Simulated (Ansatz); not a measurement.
Isolated molecules relaxed with PBE0-D4/def2-TZVP in Ansatz; ΔE leaves out vibrations. CBS: MP2 limit from def2 TZ/QZ plus the TZ coupled-cluster correction, frozen cores. This one scheme is used for every species. Triplets are unrestricted, without spin–orbit coupling. One conformer a species, not always the lowest.

`CN1[SiH2]C1O` → `[CH2]` (triplet) + `OC1N[SiH2]1`  (formal loss of a carbene)

`CN1[SiH2]C1O`:

Z-matrix (Å, degrees):
```
C
N 1 1.438
H 1 1.094 2 110.5
H 1 1.092 2 109.7 3 -118.9
H 1 1.098 2 112.4 3 120.8
Si 2 1.709 1 143.5 3 -176.1
C 2 1.441 1 124.7 3 -68.6
H 6 1.483 2 116.8 1 -121.4
H 6 1.487 2 120.3 1 19.3
O 7 1.394 2 117.8 1 94.0
H 7 1.094 2 116.2 1 -35.0
H 10 0.963 7 107.5 2 40.2
```

`[CH2]` (triplet):

Cartesian coordinates in Å:
```
C 0.015 -0.276 0.003
H 0.453 0.154 -0.885
H -0.468 0.121 0.882
```

`OC1N[SiH2]1`:

Cartesian coordinates in Å:
```
O -1.295 -0.269 1.017
C -0.312 -0.628 0.092
N 1.042 -0.090 0.293
Si 0.286 0.721 -1.019
H -1.262 -0.888 1.753
H -0.326 -1.689 -0.157
H 1.299 0.240 1.211
H -0.342 2.049 -0.837
H 0.910 0.555 -2.351
```

```csv
species,CCSD(T)/CBS(def2) energy (Eh)
`CN1[SiH2]C1O`,-499.21607
`[CH2]` (triplet),-39.09499
`OC1N[SiH2]1`,-459.96233
```

Question: Work out ΔE.

Answer: ΔE = (-39.09499) + (-459.96233) − (-499.21607) = 0.15875 Eh = +416.8 kJ/mol.

Largest T1 diagnostic among the species: 0.013.

The D4 term adds +11.3 kJ/mol with B3LYP and +6.2 kJ/mol with PBE0; it sums over pairs of atoms, weighted by their polarisabilities, and B3LYP, whose exchange is more repulsive, gets the larger term. From PBE to PBE0 (25 % exact exchange), in def2-TZVPP and without D4, ΔE moves by −10.3 kJ/mol.

B3LYP here is the variant with VWN-RPA as its local correlation; programs differ in this.
